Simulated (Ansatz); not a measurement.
One change: `CN[BH][GeH3]` becomes `CNBBr`.

Ansatz, PBE0-D4/def2-TZVP geometries, multiplicity 1. Each molecule was computed in one conformer, which needn't be the lowest.

Scalar relativity is left out up to krypton.

```csv
property,`CN[BH][GeH3]`
HOMO–LUMO gap (ωB97M-V/def2-TZVPP) / eV,11.39
LUMO energy (B3LYP/def2-TZVPP) / eV,-0.59
LUMO energy (PBE/def2-TZVPP) / eV,-1.29
HOMO–LUMO gap (PBE/def2-TZVPP) / eV,5.25
HOMO–LUMO gap (B3LYP/def2-TZVPP) / eV,6.96
HOMO energy (B3LYP/def2-TZVPP) / eV,-7.55
```

Q: What does the change do to each property? (Estimate.)

A: The calculation gave: 
| property | `CNBBr` | shift |
| --- | --- | --- |
| HOMO–LUMO gap (ωB97M-V/def2-TZVPP) / eV | 11.83 | 0.44 |
| LUMO energy (B3LYP/def2-TZVPP) / eV | -0.16 | 0.43 |
| LUMO energy (PBE/def2-TZVPP) / eV | -0.89 | 0.40 |
| HOMO–LUMO gap (PBE/def2-TZVPP) / eV | 5.52 | 0.27 |
| HOMO–LUMO gap (B3LYP/def2-TZVPP) / eV | 7.27 | 0.31 |
| HOMO energy (B3LYP/def2-TZVPP) / eV | -7.43 | 0.12 |

With PBE0 the HOMO rises by 0.07 eV and the LUMO rises by 0.44 eV, so the gap widens by about 0.37 eV. PBE moves the HOMO by 0.13 eV and ωB97M-V by -0.01 eV.

B3LYP here is the variant with VWN-RPA as its local correlation; programs differ in this.

Spin–orbit coupling is left out; it splits and shifts lone-pair levels of the heavy atoms by tenths of an eV.
